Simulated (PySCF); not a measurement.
## NaBi and its ions

TPSSh; basis Na aug-cc-pVDZ, Bi aug-cc-pVDZ-PP with ECP60; scalar-relativistic core potentials; PySCF 2.14. Neutral (UKS): triplet (π ↑↑), Re = 3.013 Å, ωe = 184 cm⁻¹, De = 1.23 eV, HOMO -3.92 eV, LUMO -2.36 eV.

NaBi⁺ (UKS): quartet (σ ↑, π ↑↑), Re = 3.441 Å, ωe = 96.5 cm⁻¹. The energies at the minima are -376.86826 hartree for NaBi and -376.64748 for NaBi⁺.

Question: Work out the adiabatic ionisation energy, without and with harmonic zero-point energies (1 hartree = 27.2114 eV, 1 eV = 8065.5 cm⁻¹), and the change of the bond length.

Answer: At TPSSh: 0.22078 hartree = 6.008 eV between the minima; the zero-point term (96.5 − 184.0)/2 cm⁻¹ = -0.005 eV makes it 6.002 eV. Re changes by +42.8 pm against the neutral. The electron leaves a σ orbital, and the ion is left as a loose complex of an ion and an atom.

These are scalar-relativistic numbers at best; spin–orbit coupling would shift them, the dissociation energy most. States were picked by a PBE0 search and need not be the measured ground states.
